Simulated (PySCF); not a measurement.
C2H3Cl2FSi, SMILES ClC(Cl)=C(F)[SiH3]. Atoms are numbered in the order given.

```xyz
9

F      1.9967     0.4537     0.0000
C      0.6552     0.5609     0.0000
Si    -0.0566     2.3211     0.0000
C     -0.0739    -0.5701     0.0000
Cl     0.6324    -2.1438     0.0000
Cl    -1.8088    -0.4938     0.0000
H     -0.8881     2.5354     1.2152
H     -0.8881     2.5354    -1.2152
H      1.1086     3.2449     0.0000
```
Charge 0, spin multiplicity 1.

Geometry optimised at B3LYP-D3(BJ)/def2-SVP. This is a generated structure with no PubChem entry under its InChIKey; it may be hypothetical.

Level of theory: PBE/pcSseg-1 (PySCF).

GIAO shieldings, no solvent; atoms listed in one row are averaged. δ = σ(ref) − σ: ¹⁹F against CFCl3 (σ = 133.6 ppm); ¹³C against TMS (σ = 182.0 ppm); ²⁹Si against TMS (σ = 335.4 ppm); ³⁵Cl against HCl (σ = 936.5 ppm); ¹H against TMS (σ = 31.49 ppm), references at their B3LYP-D3(BJ)/def2-TZVP geometries, non-relativistic (without spin–orbit terms, shifts of atoms bonded to Cl or Br come out too high).

Question: Estimate the chemical shifts. (The exact figures need the calculation; the answer reports its results.)

Answer: 
| nucleus | atoms | count | δ (ppm) |
|---|---|---|---|
| ¹⁹F | F1 | 1 | -103.8 |
| ¹³C | C2 | 1 | 165.5 |
| ¹³C | C4 | 1 | 143.2 |
| ²⁹Si | Si3 | 1 | -78.3 |
| ³⁵Cl | Cl5 | 1 | 335.2 |
| ³⁵Cl | Cl6 | 1 | 311.7 |
| ¹H | H7, H8, H9 | 3 | 4.63 |
